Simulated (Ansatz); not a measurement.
`C[SiH](S)Cl` + H–F → `C[SiH](F)S` + HCl at 298.15 K and 1 bar (ligand exchange at the Si–Cl bond).

Computed with Ansatz on PBE0-D4/def2-TZVP structures; ΔE is electronic, products minus reactants. CCSD(T)/CBS is the MP2 limit (def2-TZVPP, def2-QZVPP) plus CCSD(T) − MP2 in def2-TZVPP, frozen cores. This one scheme is used for every species. One conformer a species, not always the lowest.

```tsv
species	CCSD(T)/CBS energy (Eh)	H − E (kJ/mol)	S (J/(mol·K))
`C[SiH](S)Cl`	-1187.79090	170.1	341.6
H–F	-100.39570	33.5	173.6
`C[SiH](F)S`	-827.81979	172.3	329.6
HCl	-460.38127	26.6	186.8
```

H − E and S are ideal-gas, rigid-rotor, harmonic terms from PBE0-D4/def2-TZVP, for one conformer and one mirror image of each species. 1 Eh = 2625.50 kJ/mol, R = 8.31446 J/(mol·K).

Q: By hand: ΔE, ΔH, ΔS and ΔG.

A: ΔE = (-827.81979) + (-460.38127) − (-1187.79090) − (-100.39570) = -0.01446 Eh = -38.0 kJ/mol. Δ(H − E) = 172.3 + 26.6 − 170.1 − 33.5 = -4.7, so ΔH = -42.7 kJ/mol. ΔS = 329.6 + 186.8 − 341.6 − 173.6 = 1.2 J/(mol·K). ΔG = -42.7 − 298.15 × (1.2)/1000 = -43.1 kJ/mol.

Q: By hand: the equilibrium constant, and the temperature at which ΔG would vanish if ΔH and ΔS stayed fixed.

A: log₁₀ K = −ΔG/(RT ln 10) = 7.6. ΔH and −TΔS have one sign here, so there is no such temperature.

The number of gas molecules stays the same, so ΔS is small and ΔH decides. A doubt of 5 kJ/mol in ΔE shifts log₁₀ K by 0.9 here. Other conformers and mirror images would add mixing entropy, several J/(mol·K) or more a flexible species. These are equilibria of isolated gas molecules and say nothing of rates. Largest T1 diagnostic: 0.011 (customary marks: 0.02 for closed shells, 0.045 for open ones).

ΔS is within the doubt of such terms, so its sign, and with it that verdict, could turn.
